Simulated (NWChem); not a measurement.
System: HfNH$_{2}$F$_{3}$; SMILES [NH2][Hf]([F])([F])[F]

NWChem input:

```
start job
memory heap 200 mb stack 900 mb global 1100 mb
geometry units angstroms noautoz
  Hf    -0.003692     0.053688     0.068321
  F      1.589954     0.442392     1.053987
  F     -1.642021     0.373171     1.003866
  F      0.008817     1.096991    -1.539700
  N      0.042909    -1.906102    -0.407281
  H      0.880455    -2.457302    -0.584213
  H     -0.768507    -2.503390    -0.553758
end
basis spherical
  * library def2-svp
end
ecp
  Hf library def2-ecp
end
dft
  xc b3lyp
  iterations 150
  mulliken
end
task dft energy
```

All runs use the structure optimised with PBE0/def2-SVP. def2 effective core potentials on Hf; no spin-orbit coupling.

Task: Give the results of this calculation. (B3LYP/def2-SVP with def2 effective core potentials on Hf.) Quantities: energy (Ha); highest occupied level (eV); orbital gap (eV); dipole (D).

Result: 
```
Property                      Result
---------------------------  -------
energy (Ha)                  -403.54
highest occupied level (eV)    -7.74
orbital gap (eV)                6.93
dipole (D)                      2.59
```
